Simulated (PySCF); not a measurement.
## Structure revision by computed shifts

A compound C$_{5}$H$_{12}$OSi$_{2}$ gives the data below (simulated from a calculation) and was assigned the structure `C=CC(=C)O[SiH2]C[SiH3]`.

¹³C{¹H} NMR (computed): δ 122.1 (C), 111.7 (C), 70.0 (CH), 26.4 (CH3, 2C).

¹H NMR (400 MHz, computed): δ 4.80 (s, 2H), 4.18 (s, 3H), 3.74 (sept, 1H), 1.28 (d, 6H).

Computed data (PySCF): PBE0/pcSseg-1 with gauge-including orbitals, structure optimised with PBE0-D3(BJ)/def2-SVP. Non-relativistic Hamiltonian, in vacuum, one conformer, rapidly exchanging positions averaged.

Chemical shifts δ = σref − σ; ¹H (σref 31.27), ¹³C (σref 184.41) against TMS, all at this level.

Question: Compare with the shifts computed for the proposed structure, pairing carbons in order of shift.

Answer: Mapped SMILES: `[CH2:1]=[CH:2][C:3](=[CH2:4])[O:5][SiH2:6][CH2:7][SiH3:8]`; H(Xn) means a hydrogen on atom n.

| atom | computed for proposal | given list | difference |
| --- | --- | --- | --- |
| C3 | 164.3 | 122.1 | +42.2 |
| C2 | 141.6 | 111.7 | +29.9 |
| C1 | 124.3 | 70.0 | +54.3 |
| C4 | 99.3 | 26.4 | +72.9 |
| C7 | -7.2 | 26.4 | -33.6 |

The rms difference is 49.1 ppm and the largest +72.9 ppm at C4 (β carbon of an enol-ether or enamine type C=C). The proposal also would give 5 carbon signals, not 4. The carbon types in order of shift don't match either: C, CH, CH2, CH2, CH2 for the proposal against C, C, CH, CH3, CH3 in the data. The proposal doesn't fit.

Question: Which isomer fits?

Answer: SMILES CC(C)O[SiH2]C#C[SiH3].

1. Carbon types of the structure: 2 × C, 1 × CH, 2 × CH3, leaving 5 H on heteroatoms.
2. δC 122.1, 111.7: alkyne carbon.
3. δC 70.0: sp3 CH bonded to O; deshielded by the electronegative neighbour.
4. δC 26.4: methyl carbon; aliphatic region, no heteroatom directly attached.
5. δH 3.74: hydrogen on an sp3 CH bonded to O; its carbon carries O, hence the downfield position.

The data come from this structure; uniqueness wasn't tested.

Shifts are as computed. Against solution values, carbons near 30 ppm lie about +2 ppm off and those near 130 ppm about +5 ppm. Of 1211 compounds with measured shifts, 218 miss one by over three times the rms of a fit or turn the order of signals round; such compounds aren't used in these exercises. No couplings were computed; multiplicities are counted from neighbouring protons, with m where these are inequivalent, close in shift, in a saturated or five-membered ring or joined by F or P, and br s for small geminal =CH2 splittings.
